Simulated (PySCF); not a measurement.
Structure from NMR data

The spectra below were simulated for a compound C₅H₆O₃Si.

1H NMR (400 MHz, computed): δ 8.39 (m, 1H), 7.61 (m, 1H), 6.21 (br s, 1H), 4.49 (s, 3H).

13C{1H} NMR (computed): δ 167.0 (C), 160.1 (CH), 155.0 (C), 133.0 (CH), 124.8 (C).

Rapidly exchanging positions averaged, a single conformation, no solvent, no relativistic terms. GIAO PBE0/pcSseg-1 shieldings; GFN2-xTB geometry; PySCF 2.14.

References, each an isolated molecule treated in the same way: 1H (σ = 31.72 ppm) and 13C (σ = 186.93 ppm) against TMS.

Q: What is the structure?

A: 
The formula gives 4 degrees of unsaturation (1 ring in the answer). 5 carbon signals for 5 carbons: no two carbons are equivalent. Carbon types of the structure: 3 × C, 2 × CH, leaving 4 H on heteroatoms. δC 167.0: carboxylic acid carbon; lone-pair donation from the attached heteroatom keeps it upfield of a ketone carbonyl. δC 160.1: aromatic CH next to the ring oxygen. δC 155.0: substituted aromatic carbon next to the ring oxygen. δC 133.0: aromatic CH; the aromatic region. δC 124.8: substituted aromatic carbon. δH 8.39: hydrogen on an aromatic CH next to the ring oxygen; ring current plus the deshielding of an ortho carbonyl group. δH 6.21: hydrogen on an acid hydroxyl oxygen; exchangeable; this is the value without hydrogen bonding to other molecules.

These data were computed for SMILES O=C(O)c1coc([SiH3])c1.

The shifts were computed for this structure.

OH and NH positions are those of a molecule without intermolecular hydrogen bonds; in solution they move with solvent, concentration and temperature, and exchange usually removes their couplings. Shifts are as computed. Against solution values, carbons near 30 ppm lie about +3 ppm off and those near 130 ppm about +5 ppm. Of 1211 compounds with measured shifts, 218 miss one by over three times the rms of a fit or turn the order of signals round; such compounds aren't used in these exercises. Hydrogen bonding in solution deshields acid and N–H amide carbonyl carbons by as much as 10 ppm beyond these values. Multiplicities follow the n + 1 count of equivalent neighbours, as no J values were calculated; m marks all less simple cases, F and P coupling included.
